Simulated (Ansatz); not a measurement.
Species: C$_{9}$H$_{9}$B$_{2}$N, SMILES `c1ccc(B)c2ccc(B)nc21` (charge 0, multiplicity 1), formula C$_{9}$H$_{9}$B$_{2}$N.

Problem. How many basis functions does Ansatz (a first-principles code) with frozen-core CCSD(T)/cc-pVDZ // PBE-D3(BJ)/def2-SVP use, how many core orbitals are frozen, and how many electrons are correlated?

Solution. 213 basis functions and 12 frozen orbitals, which leaves 56 correlated electrons. Core time is of the order of minutes.
